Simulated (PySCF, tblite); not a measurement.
1-cyclopentenylacetonitrile, C₇H₉N.
SMILES with atom numbers: `[N:1]#[C:2][CH2:3][C:4]1=[CH:5][CH2:6][CH2:7][CH2:8]1` (hydrogens: H9, H10 on C3; H11 on C5; H12, H13 on C6; H14, H15 on C7; H16, H17 on C8)

Computed with GFN2-xTB (tblite), gas phase: Langevin dynamics at 300 K from the optimised GFN2-xTB geometry, time step 0.5 fs, friction 0.01 fs⁻¹, 2000 steps. Over the second half of the run the saved frames average 305 K.

Frame at 250 fs, instantaneous temperature 266 K:
```
atom  x, y, z in Å
N1      2.900    2.020   -0.502
C2      2.355    1.038   -0.214
C3      1.618   -0.209    0.131
C4      0.124   -0.124    0.178
C5     -0.576    0.328    1.224
C6     -2.101    0.267    0.949
C7     -2.100   -0.541   -0.436
C8     -0.669   -0.470   -1.017
H9      1.990   -1.010   -0.469
H10     1.924   -0.388    1.197
H11    -0.084    0.595    2.139
H12    -2.714   -0.135    1.750
H13    -2.461    1.329    0.795
H14    -2.903   -0.120   -1.037
H15    -2.293   -1.581   -0.210
H16    -0.349   -1.488   -1.450
H17    -0.559    0.213   -1.803
```

Frame at 425 fs, instantaneous temperature 366 K:
```
atom  x, y, z in Å
N1      2.189    2.207   -0.486
C2      2.065    1.181   -0.014
C3      1.663   -0.069    0.580
C4      0.174    0.006    0.580
C5     -0.695    0.652    1.303
C6     -2.044    0.420    0.874
C7     -2.018   -0.311   -0.504
C8     -0.489   -0.682   -0.556
H9      2.036   -0.852   -0.044
H10     2.059   -0.140    1.599
H11    -0.558    1.250    2.205
H12    -2.609   -0.170    1.607
H13    -2.645    1.331    0.762
H14    -2.230    0.409   -1.295
H15    -2.717   -1.077   -0.539
H16    -0.290   -1.699   -0.434
H17    -0.022   -0.325   -1.544
```

Frame at 625 fs, instantaneous temperature 314 K:
```
atom  x, y, z in Å
N1      2.305    2.243   -0.323
C2      1.929    1.442    0.388
C3      1.200    0.578    1.303
C4     -0.158    0.212    0.729
C5     -1.282    0.739    1.120
C6     -2.411    0.191    0.375
C7     -1.740   -0.640   -0.792
C8     -0.190   -0.665   -0.513
H9      1.792   -0.259    1.579
H10     1.067    1.312    2.092
H11    -1.327    1.471    2.004
H12    -3.047   -0.410    1.133
H13    -2.997    0.982   -0.123
H14    -1.852   -0.119   -1.747
H15    -2.206   -1.588   -0.932
H16     0.231   -1.720   -0.355
H17     0.451   -0.231   -1.263
```

Frame at 800 fs, instantaneous temperature 362 K:
```
atom  x, y, z in Å
N1      2.459    1.791   -0.151
C2      1.669    1.491    0.624
C3      0.721    1.096    1.690
C4     -0.505    0.596    0.980
C5     -1.794    0.866    1.040
C6     -2.644   -0.076    0.286
C7     -1.608   -1.151   -0.212
C8     -0.266   -0.576    0.064
H9      1.267    0.378    2.300
H10     0.491    1.958    2.270
H11    -2.282    1.664    1.633
H12    -3.411   -0.602    0.810
H13    -3.185    0.408   -0.485
H14    -1.806   -1.394   -1.290
H15    -1.736   -2.137    0.217
H16     0.476   -1.322    0.412
H17     0.111   -0.251   -0.885
```

Frame at 1000 fs, instantaneous temperature 334 K:
```
atom  x, y, z in Å
N1      2.399    2.060    0.348
C2      1.358    2.054    0.827
C3      0.055    2.012    1.464
C4     -0.800    0.942    0.865
C5     -2.017    1.163    0.375
C6     -2.709   -0.183    0.071
C7     -1.737   -1.204    0.661
C8     -0.411   -0.484    0.880
H9      0.368    1.835    2.512
H10    -0.331    3.026    1.384
H11    -2.611    2.035    0.415
H12    -3.702   -0.146    0.464
H13    -2.751   -0.229   -1.010
H14    -1.745   -2.117   -0.003
H15    -2.110   -1.591    1.572
H16    -0.083   -0.680    1.825
H17     0.263   -0.930    0.185
```

Task: What do single points at PBE0/pcSseg-1 (PySCF, gas phase) give on these frames?

Result: 
```json
{"t (fs)": "250", "GFN2-xTB E above start (eV)": "0.52", "DFT E above lowest frame (eV)": "0.00", "HOMO (eV)": "-7.31", "LUMO (eV)": "-0.24", "dipole (D)": "4.24"}
{"t (fs)": "425", "GFN2-xTB E above start (eV)": "0.54", "DFT E above lowest frame (eV)": "0.27", "HOMO (eV)": "-7.09", "LUMO (eV)": "0.02", "dipole (D)": "3.91"}
{"t (fs)": "625", "GFN2-xTB E above start (eV)": "0.68", "DFT E above lowest frame (eV)": "0.23", "HOMO (eV)": "-7.37", "LUMO (eV)": "0.12", "dipole (D)": "3.86"}
{"t (fs)": "800", "GFN2-xTB E above start (eV)": "0.50", "DFT E above lowest frame (eV)": "0.08", "HOMO (eV)": "-7.27", "LUMO (eV)": "-0.04", "dipole (D)": "4.07"}
{"t (fs)": "1000", "GFN2-xTB E above start (eV)": "0.64", "DFT E above lowest frame (eV)": "0.24", "HOMO (eV)": "-7.29", "LUMO (eV)": "-0.10", "dipole (D)": "4.36"}
```

The two levels order the frames alike by energy but for pairs within 0.08 eV at one level; measured from each level's lowest frame they differ by 0.23 eV at most. The HOMO–LUMO gap runs from 7.07 to 7.49 eV. These are instantaneous structures, not minima.

Task: And the isotropic GIAO shieldings (ppm) from the same runs?

Result: 
| atom | 250 fs | 425 fs | 625 fs | 800 fs | 1000 fs | mean | range |
| --- | --- | --- | --- | --- | --- | --- | --- |
| N1 | -36.2 | -28.5 | -27.2 | -34.1 | -28.8 | -31.0 | 9.0 |
| C2 | 61.9 | 63.8 | 64.0 | 64.5 | 63.7 | 63.6 | 2.6 |
| C3 | 163.2 | 170.6 | 166.1 | 164.2 | 166.4 | 166.1 | 7.4 |
| C4 | 42.4 | 50.6 | 45.8 | 49.3 | 48.1 | 47.2 | 8.2 |
| C5 | 40.1 | 60.1 | 48.2 | 55.8 | 39.2 | 48.7 | 20.9 |
| C6 | 142.3 | 149.3 | 144.4 | 152.2 | 148.2 | 147.3 | 9.9 |
| C7 | 155.9 | 163.1 | 158.5 | 163.1 | 161.7 | 160.5 | 7.2 |
| C8 | 147.5 | 141.6 | 147.6 | 150.1 | 159.8 | 149.3 | 18.2 |
| H9 | 29.7 | 29.8 | 30.1 | 28.8 | 28.4 | 29.4 | 1.7 |
| H10 | 27.6 | 28.6 | 28.4 | 29.1 | 28.6 | 28.5 | 1.5 |
| H11 | 25.4 | 25.9 | 24.7 | 25.7 | 25.6 | 25.5 | 1.2 |
| H12 | 29.0 | 29.0 | 27.5 | 29.5 | 29.8 | 29.0 | 2.3 |
| H13 | 28.2 | 28.8 | 28.3 | 29.8 | 29.2 | 28.9 | 1.6 |
| H14 | 29.3 | 29.6 | 29.2 | 29.1 | 29.0 | 29.2 | 0.6 |
| H15 | 29.5 | 30.8 | 29.9 | 30.0 | 30.5 | 30.1 | 1.3 |
| H16 | 28.4 | 30.0 | 28.2 | 29.3 | 31.5 | 29.5 | 3.3 |

What follows is the cost of the whole dynamics run. The run took 17 s on one thread, AMD EPYC 7R43 (x86_64), no GPU, on a shared host, and the process peaked at 0.18 GiB of memory.
